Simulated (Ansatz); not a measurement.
Reaction (formal exchange of groups at the Si–C bond): `[SiH3][CH2][SnH2][Cl]` + `[F][AlH][SH]` → `[F][Al]([SiH3])[SH]` + `[CH3][SnH2][Cl]`

Calculated with Ansatz (gas phase, PBE0-D4/def2-TZVP geometries, no zero-point term in ΔE). CCSD(T)/CBS is the MP2 limit (def2-TZVPP, def2-QZVPP) plus CCSD(T) − MP2 in def2-TZVPP, frozen cores. This one scheme is used for every species. DFT in def2-TZVPP. def2 core potentials past Kr. For Sn outer-core shells are correlated without core-valence functions, which leaves a few kJ/mol of doubt a bond. Each species was taken in one conformer, which may not be the lowest.

`[SiH3][CH2][SnH2][Cl]`:

Cartesian coordinates in Å:
```
Si -0.602 0.768 1.367
C 0.725 0.504 0.075
Sn 0.191 -0.864 -1.474
Cl -0.200 -2.911 -0.411
H -0.896 -0.502 2.077
H -0.170 1.788 2.360
H -1.846 1.249 0.708
H 0.970 1.454 -0.410
H 1.639 0.120 0.534
H -1.270 -0.453 -2.250
H 1.459 -1.153 -2.576
```

`[F][AlH][SH]`:

Cartesian coordinates in Å:
```
F -1.314 -0.802 1.484
Al -0.249 -0.475 0.273
S 0.145 1.620 -0.123
H 0.415 -1.655 -0.521
H 1.003 1.312 -1.113
```

`[F][Al]([SiH3])[SH]`:

Z-matrix (Å, degrees):
```
Si
Al 1 2.437
H 1 1.489 2 110.5
H 1 1.489 2 110.5 3 119.7
H 1 1.488 2 110.5 3 -120.2
S 2 2.177 1 123.2 3 120.9
F 2 1.652 1 120.2 3 -59.1
H 6 1.346 2 92.5 1 179.9
```

`[CH3][SnH2][Cl]`:

Z-matrix (Å, degrees):
```
C
Sn 1 2.127
H 1 1.091 2 110.1
H 1 1.089 2 109.2 3 -120.2
H 1 1.089 2 109.3 3 120.2
Cl 2 2.342 1 105.7 3 179.3
H 2 1.705 1 113.6 3 64.1
H 2 1.705 1 113.7 3 -65.4
```

CCSD(T)/CBS gives -0.06 eV.

Problem. Another level gave -0.10 eV. Which?
A. PBE/def2-TZVPP
B. SCS-MP2/def2-TZVPP
C. ωB97X-V/def2-TZVPP
D. r2SCAN-D4/def2-TZVPP

Solution. C. ωB97X-V -0.10, r2SCAN-D4 -0.14, SCS-MP2/def2-TZVPP 0.00, PBE -0.27 eV.

Largest T1 diagnostic among the species: 0.013.

From PBE to PBE0 (25 % exact exchange), in def2-TZVPP and without D4, ΔE moves by +0.05 eV. The D4 term adds +0.07 eV with B3LYP and +0.04 eV with PBE0; it sums over pairs of atoms, weighted by their polarisabilities, and B3LYP, whose exchange is more repulsive, gets the larger term.

B3LYP here is the variant with VWN-RPA as its local correlation; programs differ in this.
